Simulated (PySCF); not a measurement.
SbH2Cl, SMILES [Cl][SbH2]. Heavy atoms are numbered as in [SbH2:1][Cl:4]. Hydrogens are named by the atom that carries them.

Coordinates come from a PBE0-D3(BJ)/def2-TZVP optimisation. The def2 effective core potentials stand for the cores of Sb; spin–orbit coupling is left out.

These are PBE0/def2-TZVPD run with PySCF values and carry that method's errors.

Mulliken values depend strongly on the basis, most of all with diffuse functions as here. ESP charges are fitted to the potential on shells at 1.4 to 2.0 van der Waals radii. Atomic charges (e), one atom of each kind:

```tsv
atom	Mulliken	ESP fit
Sb1 (SbH2)	0.31	0.24
H on Sb1	0.03	-0.01
Cl4	-0.37	-0.21
```
